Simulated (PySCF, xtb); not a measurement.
Si(H)(Cl)(Me)(OMe) (C2H7ClOSi), SMILES CO[SiH](C)Cl.

GFN2-xTB (xtb) at its own geometry gives an orbital gap of 6.63 eV and a dipole moment of 3.77 D.

Geometry optimised at B3LYP-D3(BJ)/def2-SVP. The values are those of a single conformer.

Task: What does CAM-B3LYP/def2-TZVP (PySCF) give? (The exact figures need the calculation; the answer reports its results.)

Result: gap 11.69 eV (levels -9.83 and 1.86 eV), dipole 1.35 D.
